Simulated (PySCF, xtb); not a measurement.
C2H8O2Si2, SMILES C=C[Si@H](O)[SiH2]O. One conformer was computed; it need not be the lowest.

Harmonic wavenumbers (cm⁻¹) from GFN2-xTB run with xtb 6.7.1 at its own minimum, in rising order: 27, 58, 97, 157, 173, 200, 262, 291, 363, 424, 455, 489, 614, 654, 661, 715, 740, 791, 798, 804, 869, 880, 915, 1002, 1037, 1280, 1424, 1661, 2106, 2159, 2267, 3020, 3063, 3086, 3649, 3684.

What does B3LYP-D3(BJ)/def2-SVP run with PySCF 2.14.0 give at its own minimum? (Estimate from the structure and the level; the computed values follow.)

48, 67, 128, 135, 173, 244, 285, 288, 396, 443, 493, 528, 641, 733, 739, 806, 813, 824, 871, 908, 942, 966, 987, 1003, 1046, 1270, 1412, 1651, 2172, 2184, 2237, 3108, 3122, 3202, 3831, 3849. Paired by order, the mean absolute difference is 51 cm⁻¹ and the zero-point energies are 58.4 and 60.8 kcal/mol.
